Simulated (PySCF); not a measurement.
C3H8Se, SMILES CC[Se]C.

Geometry: B3LYP-D3(BJ)/def2-SVP. Other conformers were not sampled.

The numbers are results of PBE/def2-TZVP run with PySCF, not measurements.

The molecule is in vacuum.

Estimate the frontier levels, gap, dipole moment and polarisability. (An estimate is asked for; the answer gives what the named calculation found.)


- highest occupied level = -4.87 eV
- lowest empty level = -0.48 eV
- orbital gap = 4.39 eV
- dipole moment = 1.54 D
- quadrupole, principal values (traceless, Buckingham form, about the centre of nuclear charge) = -3.60, -1.22, 4.83 D·Å
- mean static polarisability = 66.6 bohr³ (9.87 Å³)
- polarisability, principal values = 55.2, 65.8, 78.8 bohr³
